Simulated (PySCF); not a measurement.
C4H11AlO2, singlet, at a GFN2-xTB geometry (such geometries of metal compounds can be far from the true shape).

Here is a job for PySCF.
```python
from pyscf import gto, scf, mcscf, mp
import numpy

mol = gto.Mole()
mol.atom = '''
    Al    1.010062   -0.367821    0.035039
    O     1.990292    0.010788   -1.231660
    H     2.532741    0.248658   -1.968172
    O     1.405218   -1.321467    1.316930
    H     1.617665   -1.863494    2.061554
    C    -0.908111    0.354397   -0.021215
    C    -1.834459   -0.662295   -0.699789
    C    -1.418498    0.598417    1.399296
    C    -0.954057    1.658596   -0.817413
    H    -2.858658   -0.282955   -0.726425
    H    -1.834076   -1.606559   -0.158369
    H    -1.514528   -0.854573   -1.722279
    H    -1.346791   -0.310852    1.993423
    H    -0.834639    1.373086    1.893522
    H    -2.464373    0.912400    1.380758
    H    -0.365281    2.432585   -0.328028
    H    -0.553454    1.510640   -1.818688
    H    -1.982741    2.013471   -0.910229
'''
mol.basis = 'sto-3g'
mol.charge = 0
mol.spin = 0
mol.verbose = 4
mol.build()

mf = scf.RHF(mol)
mf.kernel()
mc = mcscf.CASSCF(mf, 2, 2)
mc.fix_spin_(ss=0.0)
noons, natorbs = mcscf.addons.make_natural_orbitals(mp.MP2(mf).run())
mc.kernel(natorbs)
occ = numpy.linalg.eigvalsh(mc.fcisolver.make_rdm1(mc.ci, mc.ncas, mc.nelecas))[::-1]
ss = mc.fcisolver.spin_square(mc.ci, mc.ncas, mc.nelecas)[0]
print('natural occupations', occ.round(4), ' <S^2>', round(ss, 4))
```

Question: What is the computed SCF-reference HOMO energy (CASSCF(2,2)/STO-3G run with PySCF)?

Answer: -7.12 eV

Question: Give the number of basis functions at the level CASSCF(2,2)/STO-3G.

Answer: 50

Question: What SCF-reference Mulliken (on the basis functions themselves) charges in atom order does CASSCF(2,2)/STO-3G give?

Answer: Al1 1.23, O2 -0.63, H3 0.19, O4 -0.63, H5 0.19, C6 -0.16, C7 -0.19, C8 -0.18, C9 -0.18, H10 0.05, H11 0.04, H12 0.04, H13 0.04, H14 0.04, H15 0.04, H16 0.04, H17 0.04, H18 0.04
